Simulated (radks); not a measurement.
Task: Ce I, configuration [Xe] 4f1 5d0.75 6s2 6p0.25 (fractional occupations, a model configuration). All-electron calculation, scalar-relativistic Kohn-Sham, PW91, spin-polarised, spherical densities, point nucleus; open shells are filled with parallel spins first (spin-orbit coupling, left out, can overturn this in heavy ions). Program: a radial shooting solver on a logarithmic mesh with Libxc functionals. Some entries of the table are withheld. Estimate them.

| orbital | occ. | eigenvalue (hartree) | <1/r> (bohr^-1) | <r^2> (bohr^2) |
|---|---|---|---|---|
| 1s down | 1 | -1480.123 | 63.35 | 0.0008207 |
| 1s up | 1 | -1480.123 | 63.35 | 0.0008207 |
| 2s up | 1 | -237.0148 | 14.60 | 0.01306 |
| 2s down | 1 | -237.0139 | 14.60 | 0.01306 |
| 2p up | 3 | -212.2801 | 13.83 | 0.01041 |
| 2p down | 3 | -212.2795 | 13.83 | 0.01041 |
| 3s up | 1 | -51.06102 | 5.300 | 0.08872 |
| 3s down | 1 | -51.05146 | 5.300 | 0.08870 |
| 3p up | 3 | -43.19545 | 5.018 | 0.08875 |
| 3p down | 3 | -43.18589 | 5.019 | 0.08872 |
| 3d up | 5 | -32.01974 | 4.760 | 0.07582 |
| 3d down | 5 | -32.01196 | 4.761 | 0.07578 |
| 4s up | 1 | -10.36453 | 2.211 | 0.4581 |
| 4s down | 1 | -10.33634 | 2.212 | 0.4580 |
| 4p up | 3 | -7.79701 | 2.040 | 0.5176 |
| 4p down | 3 | -7.76858 | 2.040 | 0.5174 |
| 4d up | 5 | -4.10210 | 1.778 | 0.6423 |
| 4d down | 5 | -4.07329 | 1.779 | 0.6422 |
| 5s up | 1 | -1.53195 | 0.8742 | 2.577 |
| 5s down | 1 | -1.50571 | 0.8734 | 2.580 |
| 5p up | 3 | -0.89128 | 0.7459 | 3.486 |
| 5p down | 3 | -0.86610 | 0.7449 | 3.495 |
| 4f up | 1 | -0.23958 | 1.212 | 1.595 |
| 4f down | 0 | -0.21115 | 1.210 | 1.613 |
| 6s up | 1 | -0.15699 | 0.2974 | (1) |
| 6s down | 1 | -0.14217 | 0.2915 | (2) |
| 5d up | 0.75 | -0.14121 | 0.4617 | 9.749 |
| 5d down | 0 | -0.12044 | 0.4542 | 10.25 |
| 6p up | 0.25 | -0.06279 | 0.2189 | 37.71 |
| 6p down | 0 | -0.05265 | 0.2119 | 39.65 |

Result: 
(1) 6s up <r^2> (bohr^2): 20.24
(2) 6s down <r^2> (bohr^2): 21.09
